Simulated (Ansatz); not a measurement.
The cluster Ag₄H₄⁺, relaxed as a doublet with UKS r2SCAN-D4/def2-SVP in Ansatz, starting from the GFN2-xTB geometry. Force threshold 0.02 eV/Å.

In the def2 sets Ag takes a core potential; there is no spin–orbit coupling. Another isomer (doublet) lies 0.26 eV lower at PBE0-D4/def2-TZVP; other spin states weren't run for this one.

Start:

```xyz
8

Ag    0.119    0.953   -0.178
Ag   -0.151   -1.840    0.161
Ag    0.604    3.599   -0.498
Ag   -1.131   -4.455    1.119
H    -1.448   -2.985    0.563
H     2.025    3.148   -0.896
H    -0.930    2.169    0.041
H     0.912   -0.589   -0.312
```

| step | energy (eV) | largest force component (eV/Å) | SCF passes |
| --- | --- | --- | --- |
| 1 | -16059.0415 | 1.381 | 20 |
| 2 | -16059.3418 | 0.704 | 28 |
| 3 | -16059.4298 | 0.344 | 25 |
| 4 | -16059.4654 | 0.145 | 21 |
| 5 | -16059.5011 | 0.143 | 22 |
| 6 | -16059.5427 | 0.151 | 22 |
| 7 | -16059.5598 | 0.117 | 22 |
| 8 | -16059.5620 | 0.048 | 23 |
| 9 | -16059.5629 | 0.028 | 20 |
| 10 | -16059.5632 | 0.005 | 21 |

Force components are those of the run's own axes.

End:

```
atom   x (Å)   y (Å)   z (Å)
 Ag1   0.258   1.011  -0.194
 Ag2  -0.261  -1.709   0.161
 Ag3   0.514   3.642  -0.501
 Ag4  -0.775  -4.276   1.029
  H5  -1.543  -2.860   0.489
  H6   1.600   2.269  -0.691
  H7  -0.777   2.484  -0.022
  H8   0.984  -0.561  -0.270
```

Bonds formed: Ag1–H6 (atoms count from 1).

No frequencies were taken in this run, so the end may be a saddle point.

Run time 85 s (4 threads of Intel Xeon on a shared host).
